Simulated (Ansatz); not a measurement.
Basis-set extrapolation for `C[Si](F)(F)C=O` (PBE0-D4/def2-TZVP geometry, frozen core, the Gaussian-basis code of Ansatz). Multiplicity 1, RHF reference.

|  | def2-TZVPP | def2-QZVPP |
| --- | --- | --- |
| HF | -641.044149 | -641.070177 |
| MP2 correlation | -1.168013 | -1.266280 |
| CCSD(T) correlation | -1.235608 | not run |

Energies in hartree. Use E(X) = E(∞) + A·exp(−7.88·√X) for Hartree–Fock and E(X) = E(∞) + B·X^(−2.97) for correlation, with X = 3 and 4, and add CCSD(T) minus MP2 of the smaller set to the MP2 limit.

**Question.** What is the CCSD(T) energy at the basis-set limit?

**Answer.** HF limit: -641.070177 + (-0.026028) × 0.13774 = -641.07376. MP2 limit: -1.266280 + (-0.098267) × 0.74074 = -1.33907. Higher-order term: -1.235608 − (-1.168013) = -0.06760. Total: -642.48043 hartree, 125.9 kcal/mol below CCSD(T)/def2-TZVPP.
